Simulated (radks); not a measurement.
Values are calculated unless marked as measured or tabulated.
Question: Species: the lanthanum ion La2+. Configuration: [Xe] 6d1 (not the ground configuration). Level of theory: Dirac Kohn-Sham, PBE, spin-unpolarised, spherical densities, point nucleus; open shells are shared between the two j in proportion to 2j + 1 (a radial shooting solver on a logarithmic mesh with Libxc functionals). Some entries of the table are withheld. Estimate them.

orbital,occ.,eigenvalue (eV),<r^2> (bohr^2)
1s1/2,2,-38737.91,0.0008536
2s1/2,2,-6179.444,0.01356
2p1/2,2,-5828.588,0.009960
2p3/2,4,-5415.456,0.01123
3s1/2,2,-1335.976,0.09283
3p1/2,2,-1188.134,0.08769
3p3/2,4,-1107.610,0.09532
3d3/2,4,(1),0.07845
3d5/2,6,(2),0.08062
4s1/2,2,(3),0.4827
4p1/2,2,(4),0.5174
4p3/2,4,(5),0.5593
4d3/2,4,-123.4857,0.6729
4d5/2,6,-120.5095,0.6898
5s1/2,2,(6),2.667
5p1/2,2,(7),3.306
5p3/2,4,(8),3.581
6d3/2,0.4,-7.6852,39.34
6d5/2,0.6,-7.6327,39.80

Answer: 
(1) 3d3/2 eigenvalue (eV): -848.8028
(2) 3d5/2 eigenvalue (eV): -831.5767
(3) 4s1/2 eigenvalue (eV): -284.1716
(4) 4p1/2 eigenvalue (eV): -229.7730
(5) 4p3/2 eigenvalue (eV): -212.6378
(6) 5s1/2 eigenvalue (eV): -56.4247
(7) 5p1/2 eigenvalue (eV): -41.4161
(8) 5p3/2 eigenvalue (eV): -38.7879
